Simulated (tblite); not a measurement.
C₆H₈NO (doublet state).
SMILES with atom numbers: `[CH3:1]/[N:2]=[CH:3]\[C:4]1=[CH:5][CH:6][CH2:7][O:8]1` (hydrogens: H9, H10, H11 on C1; H12 on C3; H13 on C5; H14 on C6; H15, H16 on C7)
Bond orders are those of one Lewis drawing.

Computed with GFN2-xTB (tblite), gas phase: L-BFGS steps from a force-field or distance-geometry start until the largest atomic force falls under 0.01 eV/Å.

Step 12: E = -648.6324 eV
```
atom  x, y, z in Å  |  force x, y, z in eV/Å
C1      2.4176    1.0386   -0.1471   -0.003   0.015  -0.006
N2      2.3043   -0.2812   -0.6837    0.022  -0.025   0.019
C3      1.1851   -0.9109   -0.6731    0.016   0.021  -0.042
C4     -0.0960   -0.5363   -0.2069    0.001  -0.033   0.040
C5     -1.2574   -1.3432   -0.2610   -0.124  -0.006  -0.013
C6     -2.2888   -0.6519    0.2778    0.026   0.049   0.031
C7     -1.7630    0.6769    0.7133    0.007   0.002  -0.002
O8     -0.3865    0.6641    0.3736   -0.011  -0.022  -0.018
H9      1.7651    1.7454   -0.6687   -0.007   0.008  -0.003
H10     2.1454    1.0752    0.9128    0.007  -0.011  -0.014
H11     3.4554    1.3516   -0.2664   -0.016   0.020   0.022
H12     1.2107   -1.9066   -1.1054    0.048  -0.006  -0.006
H13    -1.2792   -2.3323   -0.6763   -0.013   0.013   0.016
H14    -3.3128   -0.9421    0.4037    0.038  -0.012  -0.013
H15    -1.8587    0.8411    1.7987   -0.014   0.021  -0.073
H16    -2.2487    1.5205    0.1972    0.022  -0.035   0.062
```

Step 13: E = -648.6332 eV
```
atom  x, y, z in Å  |  force x, y, z in eV/Å
C1      2.4163    1.0404   -0.1460    0.001   0.006  -0.008
N2      2.3027   -0.2800   -0.6821    0.025  -0.013   0.014
C3      1.1849   -0.9121   -0.6744    0.006   0.015  -0.026
C4     -0.0971   -0.5409   -0.2075   -0.008  -0.028   0.024
C5     -1.2616   -1.3447   -0.2615   -0.041   0.007  -0.014
C6     -2.2892   -0.6509    0.2787   -0.019   0.028   0.027
C7     -1.7616    0.6759    0.7126    0.032   0.007  -0.004
O8     -0.3859    0.6599    0.3716    0.009   0.012  -0.004
H9      1.7663    1.7495   -0.6673   -0.021  -0.001  -0.008
H10     2.1467    1.0795    0.9141   -0.005  -0.021  -0.010
H11     3.4542    1.3521   -0.2659    0.002   0.020   0.018
H12     1.2140   -1.9078   -1.1067    0.046  -0.003  -0.007
H13    -1.2834   -2.3327   -0.6757   -0.025  -0.030  -0.002
H14    -3.3130   -0.9392    0.4053    0.011  -0.018  -0.009
H15    -1.8558    0.8407    1.7969   -0.018   0.028  -0.039
H16    -2.2453    1.5193    0.1965    0.005  -0.009   0.048
```

Step 14: E = -648.6336 eV
```
atom  x, y, z in Å  |  force x, y, z in eV/Å
C1      2.4158    1.0413   -0.1458    0.002   0.000  -0.007
N2      2.3026   -0.2797   -0.6811    0.017   0.001   0.009
C3      1.1849   -0.9122   -0.6755    0.000   0.002  -0.011
C4     -0.0976   -0.5434   -0.2073   -0.008  -0.019   0.004
C5     -1.2642   -1.3451   -0.2620    0.014   0.008  -0.011
C6     -2.2895   -0.6499    0.2796   -0.030   0.004   0.013
C7     -1.7605    0.6756    0.7122    0.033   0.007  -0.003
O8     -0.3855    0.6583    0.3706    0.021   0.015   0.001
H9      1.7664    1.7510   -0.6670   -0.023  -0.008  -0.008
H10     2.1472    1.0807    0.9144   -0.011  -0.022  -0.006
H11     3.4536    1.3527   -0.2653    0.008   0.020   0.013
H12     1.2163   -1.9082   -1.1073    0.041   0.001  -0.007
H13    -1.2855   -2.3333   -0.6754   -0.033  -0.038  -0.005
H14    -3.3127   -0.9384    0.4057   -0.011  -0.016  -0.004
H15    -1.8550    0.8411    1.7954   -0.014   0.030  -0.005
H16    -2.2439    1.5186    0.1973   -0.005   0.015   0.027
```

**Question.** Estimate the geometry and energy of step 15. (The exact step hangs on the optimiser's Hessian estimate; all steps are aligned on step 14, rigid shifts and turns removed.)

**Answer.** E = -648.6338 eV, largest force 0.044 eV/Å
```
atom  x, y, z in Å  |  force x, y, z in eV/Å
C1      2.4156    1.0417   -0.1459    0.001  -0.002  -0.004
N2      2.3028   -0.2797   -0.6804    0.004   0.008   0.003
C3      1.1850   -0.9122   -0.6764    0.001  -0.007   0.002
C4     -0.0980   -0.5450   -0.2069   -0.001  -0.009  -0.014
C5     -1.2658   -1.3453   -0.2625    0.037   0.002  -0.005
C6     -2.2899   -0.6492    0.2803   -0.020  -0.013  -0.003
C7     -1.7594    0.6757    0.7119    0.019   0.006   0.000
O8     -0.3849    0.6576    0.3701    0.022   0.005   0.001
H9      1.7660    1.7516   -0.6670   -0.019  -0.015  -0.006
H10     2.1472    1.0808    0.9144   -0.014  -0.019  -0.004
H11     3.4534    1.3535   -0.2646    0.007   0.018   0.010
H12     1.2184   -1.9085   -1.1078    0.034   0.004  -0.006
H13    -1.2873   -2.3341   -0.6752   -0.036  -0.025  -0.002
H14    -3.3128   -0.9385    0.4058   -0.020  -0.010   0.001
H15    -1.8550    0.8420    1.7943   -0.007   0.028   0.019
H16    -2.2432    1.5185    0.1985   -0.009   0.029   0.009
```

The energy changes by -0.0003 eV. The first-order estimate −F·Δx gives -0.0004 eV and the mean of the old and new forces, exact on a quadratic surface, -0.0003 eV. The step makes an angle of 50° with the force vector and moves no atom by more than 0.002 Å.

What follows is the cost of the whole relaxation. Time: 0.41 s wall. Hardware: Arm Neoverse V1, one thread, shared host.
